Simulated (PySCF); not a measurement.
# Zirconium: a sound run and one with changed settings

Sound run: Zr [Kr] 4d2 5s2, Zr⁺ [Kr] 4d2 5s1. Computed with PySCF 2.14 in x2c-TZVPall (8s6p6d1f, 63 functions), with the spin-free X2C one-electron Hamiltonian (Gaussian nucleus). The sound run starts from symmetry-adapted Hartree-Fock orbitals and uses a fine grid where one is needed.

Changed run: initial guess 1e, at most 50 SCF cycles, level shift 10.0 hartree.

| species | method | sound run (hartree) | changed run (hartree) | converged |
| --- | --- | --- | --- | --- |
| Zr | UHF | -3596.18329 | -3596.00512 | no |
| Zr | PBE0 | -3597.91142 | -3597.74279 | no |
| Zr | LDA | -3593.78021 | -3593.59305 | no |
| Zr⁺ | UHF | -3595.99266 | -3595.96533 | no |
| Zr⁺ | PBE0 | -3597.68045 | -3597.66032 | no |
| Zr⁺ | LDA | -3593.53299 | -3593.50375 | no |

A level shift slows the SCF but leaves a converged energy unchanged.
